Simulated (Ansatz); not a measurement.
Cl, doublet; SVWN5/6-31G* in Ansatz (an electronic-structure program).

Input for Ansatz:
Ansatz 0.2 input:
```yaml
crystal:
  periodic: [false, false, false]
  atoms:
    - {symbol: Cl, position_ang: [0.00000000, 0.00000000, 0.00000000]}
basis:
  gaussian:
    orbitals: 6-31G*
    final_grid: {core_spheres: 6, valence_spheres: 12, degree: 29}
hamiltonian:
  xc: {name: SVWN5}
magnetization: {spin_polarized: true, initial_magnetization: 1}
```

### Question
Write the output that Ansatz gives for this input, abridged.

### Answer

```
Functional definition: SVWN5
197 factors; their error is unknown
mean field evaluation 1: about -12479.5821 eV, gradient 3.4e0 eV
mean field evaluation 2: about -12479.5065 eV, gradient 4.9e0 eV
mean field evaluation 4: about -12479.5929 eV, gradient 3.1e0 eV
mean field evaluation 8: about -12479.5928 eV, gradient 3.1e0 eV
mean field evaluation 16: about -12479.6428 eV, gradient 2.8e-2 eV
mean field evaluation 32: about -12479.4950 eV, gradient 5.1e0 eV
mean field -12479.64279175 eV, -458.6184135912 hartree, gradient 1.6e-5 eV, S^2 0.750799; 3 other end points of the search recorded, 0 dependent functions left out
reference -12479.64280486 eV, -458.6184140730 hartree; 9, 8 occupied and 10, 11 virtual orbitals, 197 factors
Total energy: -12479.64280486 eV, -458.6184140730 hartree
```
